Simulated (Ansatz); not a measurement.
One change: `CC#[C][GeH3]` becomes `CC#CC=O`.

Ansatz, PBE0-D4/def2-TZVP geometries, multiplicity 1. 

Scalar relativity is left out up to krypton.

```json
{"property": "HOMO energy (PBE0/def2-TZVPP) / eV", "`CC#[C][GeH3]`": "-7.59"}
{"property": "HOMO energy (B3LYP/def2-TZVPP) / eV", "`CC#[C][GeH3]`": "-7.35"}
{"property": "size of the dipole moment (ωB97M-V/def2-TZVPP) / D", "`CC#[C][GeH3]`": "1.11"}
{"property": "size of the dipole moment (PBE/def2-TZVPP) / D", "`CC#[C][GeH3]`": "1.17"}
{"property": "LUMO energy (PBE/def2-TZVPP) / eV", "`CC#[C][GeH3]`": "-0.39"}
{"property": "size of the dipole moment (B3LYP/def2-TZVPP) / D", "`CC#[C][GeH3]`": "1.12"}
```

Task: What does the change do to each property? (An estimate is asked.)

Result: Ansatz gave: 
| property | `CC#CC=O` | shift |
| --- | --- | --- |
| HOMO energy (PBE0/def2-TZVPP) / eV | -7.83 | -0.24 |
| HOMO energy (B3LYP/def2-TZVPP) / eV | -7.57 | -0.22 |
| size of the dipole moment (ωB97M-V/def2-TZVPP) / D | 3.91 | 2.80 |
| size of the dipole moment (PBE/def2-TZVPP) / D | 3.99 | 2.82 |
| LUMO energy (PBE/def2-TZVPP) / eV | -2.75 | -2.36 |
| size of the dipole moment (B3LYP/def2-TZVPP) / D | 4.04 | 2.92 |

With PBE0 the HOMO falls by 0.24 eV and the LUMO falls by 2.29 eV, so the gap narrows by about 2.05 eV. PBE moves the HOMO by 0.32 eV and ωB97M-V by -0.51 eV. Dipoles are sizes alone; their direction can turn.

B3LYP here is the variant with VWN-RPA as its local correlation; programs differ in this.
